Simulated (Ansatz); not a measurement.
Calculated with Ansatz (gas phase, PBE0-D4/def2-TZVP geometries, no zero-point term in ΔE). CCSD(T)/CBS adds triple-zeta CCSD(T) − MP2 to the extrapolated MP2 energy (def2 sets, frozen cores). This one scheme is used for every species, atoms too. No spin–orbit coupling; open shells (•) take unrestricted orbitals. Spin–orbit coupling would lower the free atoms: a little for Al, C, Cl, O. Each species was taken in one conformer, which may not be the lowest.

Consider the atomization: `[CH3][Al-]([OH2+])([Cl])[Cl]` → Al• + C• + 2 Cl• + 5 H• + O•.

```json
{"level": "SCS-MP2/def2-QZVPP", "ΔE (kJ/mol)": "3546.6"}
{"level": "MP2/CBS(def2)", "ΔE (kJ/mol)": "3619.3"}
```

Question: What does CCSD(T)/CBS give? (An estimate is asked.)

Answer: Computed: +3547.0 kJ/mol. The listed levels differ from it by -0.4, 72.3 kJ/mol.

Question: What do rigid-rotor, harmonic-oscillator terms from PBE0-D4/def2-TZVP frequencies (298.15 K, 1 bar) make of the CCSD(T)/CBS value? (Estimate.)

Answer: Ansatz gave: ΔZPE = -169.3 kJ/mol, ΔH = +3413.9 kJ/mol, ΔS = 1007 J/(mol·K), ΔG = +3113.6 kJ/mol. Open shells count their whole term as degenerate.

Largest T1 diagnostic among the species: 0.018.

Leaving LDA and LC-ωPBE aside and taking each functional with its dispersion term where it has one, the values, not all of them listed here, spread over 128.7 kJ/mol, from BHLYP-D4 to B97M-V. LDA lies +447.2 kJ/mol from PBE without D4, its usual overbinding. From PBE to PBE0 (25 % exact exchange), in def2-TZVPP and without D4, ΔE moves by −37.3 kJ/mol: exact exchange takes away binding that semilocal exchange gives to molecules. At CCSD(T), def2-SVP lies −212.4 kJ/mol from the extrapolated value and def2-TZVPP −99.1 kJ/mol: correlation converges slowly with the basis, and small sets miss more of it in the bonded molecule than in its fragments.

For atomizations the MP2-based limit and the directly extrapolated one differ by several kJ/mol either way, and by 10 to 25 for some Ge, Se and Sn compounds, so smaller differences from it don't rank the levels.
